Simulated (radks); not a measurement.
Neutral zirconium inside a hard spherical wall (all orbitals vanish at R), configuration held at [Kr] 4d2 5s2 and not refilled when levels cross. Calculated with a radial shooting solver on a logarithmic mesh with Libxc functionals: scalar-relativistic Kohn-Sham, LDA (Slater exchange, Perdew-Wang correlation), spin-unpolarised, spherical densities, finite nucleus; Fermi nuclear charge, rms radius 4.2694 fm. Eigenvalues in eV, with the zero of energy where the potential of the charges vanishes at infinity; a dash marks a level that is unbound or too diffuse for the functional's potential to be trusted. A positive occupied level is held by the wall or, in an anion where self-interaction has pushed it up, behind a barrier. The pressure on the wall is -dE/dV.

R (bohr),E (hartree),kinetic (hartree),e(4s),e(4p),e(5s),e(4d),"e(5p, empty)","e(6s, empty)",pressure (GPa)
free,-3594.55607,3694.761,-54.517,-32.506,-4.589,-3.735,-1.547,-0.067,0
20,-3594.55607,3694.761,-54.517,-32.505,-4.589,-3.735,-1.547,0.045,< 0.0001
15,-3594.55607,3694.762,-54.516,-32.505,-4.588,-3.734,-1.542,0.327,< 0.0001
10,-3594.55487,3694.773,-54.430,-32.420,-4.521,-3.658,-1.354,2.112,0.0309
8,-3594.54566,3694.839,-54.043,-32.039,-4.193,-3.322,-0.734,5.204,0.405
7,-3594.52607,3694.952,-53.482,-31.491,-3.669,-2.835,0.127,8.618,1.51
6,-3594.46974,3695.224,-52.353,-30.396,-2.464,-1.841,1.957,14.962,5.96
5,-3594.30212,3695.906,-50.147,-28.282,0.456,0.205,6.104,27.673,26.2
2.5,-3587.52970,3718.735,-23.351,-1.009,74.485,34.110,93.037,226.22,4620
1.5,-3537.88058,3853.858,85.922,119.92,421.37,175.59,450.66,917.53,149000
